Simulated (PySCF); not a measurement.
H3NSe. Atoms are numbered in the order given.

```xyz
5

Se     0.0431     0.3880     0.0000
H     -1.4201     0.6308     0.0000
N      0.0935    -1.4523     0.0000
H     -0.3495    -1.8282    -0.8271
H     -0.3495    -1.8282     0.8271
```

The structure is a stationary point at PBE0-D3(BJ)/def2-TZVP.

These are PBE0/def2-TZVPD (PySCF) values and carry that method's errors.

ESP charges are fitted to the potential on shells at 1.4 to 2.0 van der Waals radii. Atomic charges (e):

```
atom  meta-Löwdin  ESP fit
----  -----------  -------
Se1          0.12        ?
H2           0.03        ?
N3          -0.62        ?
H4           0.23        ?
H5           0.23        ?
```

Task: Fill in the missing entries. (The exact figures need the calculation; the answer reports its results.)

Result: 
- Se1, ESP fit: -0.06
- H2, ESP fit: 0.08
- N3, ESP fit: -0.62
- H4, ESP fit: 0.30
- H5, ESP fit: 0.30
